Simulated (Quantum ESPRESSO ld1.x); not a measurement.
Task: Radial electron density D(r) = 4 pi r^2 rho(r) of an atom or ion with 67 electrons. All-electron calculation, Dirac Kohn-Sham, PW91, spin-unpolarised, spherical densities, point nucleus. Program: ld1.x of Quantum ESPRESSO 7.5.

r (bohr),D(r) (e/bohr)
0.001185,7.551
0.001645,12.48
0.002265,19.91
0.003144,31.07
0.004365,46.25
0.006011,64.11
0.008345,82.23
0.01158,94.23
0.01595,94.92
0.02215,87.26
0.03074,86.61
0.04234,104.8
0.05877,123.6
0.08159,111.2
0.1124,94.63
0.156,109.4
0.2165,95.28
0.2982,55.27
0.4139,60.03
0.5746,53.67
0.7913,27.03
1.098,14.46
1.525,7.567
2.1,2.258
2.915,0.3220
4.047,0.07787
5.573,0.09596
7.736,0.06441
10.74,0.01393
14.79,0.0006007

What is the nuclear charge?

Result: Z = 69. The innermost maximum, from 1s, lies near gamma/Z bohr with gamma = sqrt(1 - (Z/c)^2) = 0.864, here 0.0125 bohr (found: 0.0138), and its height grows with Z. The density is that of the thulium ion Tm2+ in [Kr] 4d10 4f13 5s2 5p5.5 5f0.5; the configuration itself is not fixed sharply by these data, and Z only to a few units. D(r) has 5 maxima, at r = 0.0138, 0.0617, 0.172, 0.467, 5.85 bohr, and minima at 0.0268, 0.112, 0.331, 4.14 bohr, inside which lie 2.02, 11.19, 29.71, 66.57 electrons.
